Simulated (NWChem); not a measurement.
System: MgH2S2; SMILES [SH][Mg][SH]

```xyz
5

Mg     0.0208     0.0002    -0.0056
S      0.0498     2.3074    -0.0273
H     -0.9277     2.4038     0.9037
S      0.0490    -2.3070     0.0328
H     -0.9024    -2.4111    -0.9239
```
Atoms are numbered in this order, from 1.

Coordinates come from a PBE0/def2-SVP optimisation.

**Question.** List the 6 lowest vertical singlet excitations and the 6 lowest triplet ones from B3LYP/6-31G* (spherical d), full TDDFT (NWChem).

**Answer.** 
| state | energy (eV) | oscillator strength | leading excitation (squared amplitude) |
|---|---|---|---|
| S1 | 4.20 | 0.037 | HOMO → LUMO (0.99) |
| S2 | 4.20 | 0.040 | HOMO−1 → LUMO (0.99) |
| S3 | 5.17 | 0.077 | HOMO−2 → LUMO (0.61) |
| S4 | 5.33 | 0.000 | HOMO → LUMO+1 (0.53) |
| S5 | 5.33 | 0.000 | HOMO → LUMO+2 (0.49) |
| S6 | 5.52 | 0.004 | HOMO−1 → LUMO+2 (0.43) |
| T1 | 3.90 | spin-forbidden | HOMO → LUMO (0.98) |
| T2 | 3.90 | spin-forbidden | HOMO−1 → LUMO (0.98) |
| T3 | 4.48 | spin-forbidden | HOMO−2 → LUMO (0.96) |
| T4 | 5.03 | spin-forbidden | HOMO → LUMO+1 (0.43) |
| T5 | 5.11 | spin-forbidden | HOMO−1 → LUMO+1 (0.52) |
| T6 | 5.20 | spin-forbidden | HOMO−1 → LUMO+2 (0.49) |
